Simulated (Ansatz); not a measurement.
```yaml
crystal:
  periodic: [false, false, false]
  atoms:
    - {symbol: C, position_ang: [0.757758, -1.675798, -0.496999]}
    - {symbol: Si, position_ang: [0.616654, 0.126992, 0.214292]}
    - {symbol: N, position_ang: [-0.901260, 0.638561, 1.026103]}
    - {symbol: C, position_ang: [-0.784765, 1.408256, -0.212549]}
    - {symbol: F, position_ang: [-1.838538, 1.240942, -1.163574]}
    - {symbol: F, position_ang: [-0.634996, 2.822991, -0.067953]}
    - {symbol: H, position_ang: [-0.230038, -1.995076, -0.980912]}
    - {symbol: H, position_ang: [1.015260, -2.417832, 0.340641]}
    - {symbol: H, position_ang: [1.593361, -1.730521, -1.281820]}
    - {symbol: H, position_ang: [1.970173, 0.661481, 0.771085]}
    - {symbol: H, position_ang: [-1.494941, 0.860155, 1.873424]}
basis:
  gaussian: {orbitals: x2c-TZVPPall}
hamiltonian: {xc: {name: PBE0-DH}}
scf: {lower_state_search: full}
```

```sh
$ ansatz run in.yaml --threads 4 --pin off --events-out ev --progress --plain --max-ram 10444MiB
```

It prints (some lines left out):

```
Functional definition: PBE0-DH
1641 factors; integrals over basis functions are off by at most 7.7e-4 eV
mean field evaluation 1: about -16957.9488 eV, gradient 5.8e1 eV
mean field evaluation 2: about -16958.0919 eV, gradient 5.8e1 eV
mean field evaluation 4: about -16964.2961 eV, gradient 6.6e0 eV
mean field evaluation 8: about -16964.3984 eV, gradient 5.3e-1 eV
mean field evaluation 16: about -16964.3991 eV, gradient 4.3e-4 eV
mean field -16964.39909556 eV, -623.4301678792 hartree, gradient 3.7e-6 eV, S^2 0.000000; 0 other end points of the search recorded, 0 dependent functions left out
10 core orbitals not correlated: weight in the atoms' cores, before any rotation towards them, 1.000 or more for the frozen orbitals, at most 0.000 for the correlated occupied ones
reference -16964.39911515 eV, -623.4301685990 hartree; 18, 18 occupied and 239, 239 virtual orbitals, 1641 factors
second order -38.85259110 eV of doubles, -0.00000000 eV of singles
Total energy: -16969.25568904 eV, -623.6086443975 hartree
Relativity: scalar
```

Run time 6 s (4 threads of an Arm Neoverse V2 on a shared host); peak host memory 0.72 GiB.
